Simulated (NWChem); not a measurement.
System: Si2H6O3; SMILES O[Si](O)([SiH3])O

```xyz
11

O     -1.4465    -0.0440    -1.1531
Si     0.0767    -0.0180    -0.4701
O      0.7577     1.3582    -1.1012
O      1.0077    -1.3250    -0.8860
Si    -0.0026    -0.0299     1.8653
H     -2.0020    -0.8066    -0.9377
H      0.1207     1.9682    -1.5014
H      1.3463    -1.3168    -1.7950
H     -0.6632    -1.2702     2.3644
H     -0.8038     1.1303     2.3478
H      1.3571     0.0555     2.4631
```
Atoms are numbered in this order, from 1.

Results from NWChem. Pople sets run with spherical d functions. The geometry was optimised at B3LYP/6-31G* (spherical d). Atomic charges in e: unrestrained fits to the electrostatic potential beside Mulliken populations; buried atoms are poorly determined by the fit.

For level Hartree-Fock/6-31G*:

```
Property      Value
------------  -----
ESP O1        -0.84
Mulliken O1   -0.90
ESP Si2        1.22
Mulliken Si2   1.36
ESP O3        -0.83
Mulliken O3   -0.90
ESP O4        -0.84
Mulliken O4   -0.89
Mulliken Si5   0.29
```

### Question
How do the values read with level B3LYP/def2-SVP instead?

### Answer
The ESP O1 comes out as -0.72 and the Mulliken O1 comes out as -0.41. The ESP Si2 is 1.04. The Mulliken Si2 is 0.72 and the ESP O3 comes out as -0.72. The Mulliken O3 is -0.40 and the ESP O4 is -0.73. The Mulliken O4 is -0.39. The Mulliken Si5 comes out as 0.15.
